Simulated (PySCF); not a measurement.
# Re(OH)2, quartet: structure and spectrum

Level of theory: UPBE0/[Re def2-SVP with ECP60, O def2-SVP, H def2-SVP], scalar-relativistic core potentials, density fitting, no spin–orbit coupling, PySCF.

The structure is a minimum.

Coordinates in bohr (charge 0 multiplicity 4):
```
Re    0.0000    0.0000   -0.1018
O     3.4772   -0.0989    0.5227
O    -3.4773    0.0986    0.5221
H     4.4779   -1.4859    1.1542
H    -4.4782    1.4851    1.1543
```

| Property | Result |
| --- | --- |
| Point group | C2 |
| Bond lengths | O–H 0.965 Å (×2), Re–O 1.870 Å (×2) |
| Bond angles | H–O–Re 128.5° (×2), O–Re–O 159.7° |
| Spin squared ⟨S²⟩ | 3.771 |
| Principal quadrupole moments (Buckingham, traceless) about the centre of mass | -8.33, -4.10, 12.43 D Å |
| Rotational constants | 3.603, 0.1394, 0.1362 cm⁻¹ |
| Dipole moment | 1.09 D |
| Rotational symmetry number | 2 |
| Entropy at 298.15 K and 1 bar (electronic part: spin only) | 307.5 J/(mol K) |
| Zero-point energy | 67.7 kJ/mol |
| Principal polarisabilities | 47.2, 53.9, 59.2 bohr³ |
| Highest occupied level (β) | -5.49 eV |
| Lowest empty level (β) | -2.36 eV |
| Atomisation energy without zero-point energy | 1587 kJ/mol |
| Heat capacity Cp at 298.15 K | 68.7 J/(mol K) |
| Enthalpy at 298.15 K above 0 K | 14.98 kJ/mol |

Harmonic modes (masses in u: Re 186.956, O 15.995, H 1.008):
```
symmetry  ω (cm⁻¹)  IR (km/mol)
       a        83          9.0
       b       314         23.0
       a       472          110
       b       551          331
       a       668         12.2
       b       724          177
       a       753          7.7
       b      3874          290
       a      3875         38.8
```

In C2 the vibrations span 5a + 4b.

Charges (e):
```json
{"atom": "Re1", "Mulliken": "0.43", "Löwdin": "0.04", "polar tensor": "0.73", "spin (Mulliken)": "2.98", "Mayer order to Re1": "–"}
{"atom": "O2,3", "Mulliken": "-0.44", "Löwdin": "-0.12", "polar tensor": "-0.69", "spin (Mulliken)": "-0.02", "Mayer order to Re1": "1.20"}
{"atom": "H4,5", "Mulliken": "0.22", "Löwdin": "0.10", "polar tensor": "0.33", "spin (Mulliken)": "0.02", "Mayer order to Re1": "0.03"}
```
Other Mayer orders above 0.3: O–H 0.93 (×2).

Mulliken populations on Re1 (electrons outside its core potential): s 3.35, p 6.24, d 4.91, f 0.07.

Outer orbital energies (eV). α occupied: -11.64, -10.88, -9.77, -9.60, -7.79, -7.70, -6.93, -6.30; empty: -2.32, 0.00, 0.40, 0.96. β occupied: -26.90, -15.36, -13.54, -10.78, -10.67, -9.71, -9.43, -5.49; empty: -2.36, -2.34, -1.38, -1.16.

Other isomers or separated fragments may lie lower. Open d and f shells are described by one determinant, and the ground state may have another occupation or spin. Spin–orbit coupling, left out here, can matter for elements this heavy.

The final relaxation and frequency run took 66 s on 2 threads of a shared Arm Neoverse V1 host, with 70 basis functions and 14 gradients; the process peaked at 1.1 GiB. Launch command: `OMP_NUM_THREADS=2 python axn.py task.json out`.
